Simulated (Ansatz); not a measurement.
Basis-set extrapolation for `CS[SiH](O)O` (PBE0-D4/def2-TZVP geometry, frozen core, the Gaussian-basis code of Ansatz). Multiplicity 1, RHF reference.

|  | def2-TZVPP | def2-QZVPP |
| --- | --- | --- |
| HF | -877.800148 | -877.830324 |
| MP2 correlation | -0.954269 | -1.031435 |
| CCSD(T) correlation | -1.032904 | not run |

Energies in hartree. Use E(X) = E(∞) + A·exp(−7.88·√X) for Hartree–Fock and E(X) = E(∞) + B·X^(−2.97) for correlation, with X = 3 and 4, and add CCSD(T) minus MP2 of the smaller set to the MP2 limit.

Q: What is the CCSD(T) energy at the basis-set limit?

A: HF limit: -877.830324 + (-0.030176) × 0.13774 = -877.83448. MP2 limit: -1.031435 + (-0.077166) × 0.74074 = -1.08859. Higher-order term: -1.032904 − (-0.954269) = -0.07864. Total: -879.00171 hartree, 105.8 kcal/mol below CCSD(T)/def2-TZVPP.
